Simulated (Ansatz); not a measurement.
Start from `F[SiH](S)S` and change one atom or group to get `O[SiH](S)S`.

Ansatz, PBE0-D4/def2-TZVP geometries, multiplicity 1. Each molecule was computed in one conformer, which needn't be the lowest.

| property | `F[SiH](S)S` |
| --- | --- |
| size of the dipole moment (ωB97M-V/def2-TZVPP) / D | 1.29 |
| HOMO energy (PBE0/def2-TZVPP) / eV | -7.93 |
| size of the dipole moment (B3LYP/def2-TZVPP) / D | 1.30 |
| LUMO energy (PBE0/def2-TZVPP) / eV | -0.22 |
| HOMO energy (PBE/def2-TZVPP) / eV | -6.67 |
| HOMO energy (B3LYP/def2-TZVPP) / eV | -7.66 |

Task: What does the change do to each property? (Best estimate.)

Result: Ansatz gave: 
```csv
property,`O[SiH](S)S`,shift
size of the dipole moment (ωB97M-V/def2-TZVPP) / D,1.55,0.26
HOMO energy (PBE0/def2-TZVPP) / eV,-7.66,0.27
size of the dipole moment (B3LYP/def2-TZVPP) / D,1.53,0.23
LUMO energy (PBE0/def2-TZVPP) / eV,-0.19,0.03
HOMO energy (PBE/def2-TZVPP) / eV,-6.43,0.24
HOMO energy (B3LYP/def2-TZVPP) / eV,-7.40,0.26
```

The zero-point energy changes by 30.3 kJ/mol with +3 modes. Dipoles are sizes alone; their direction can turn.

B3LYP here is the variant with VWN-RPA as its local correlation; programs differ in this.
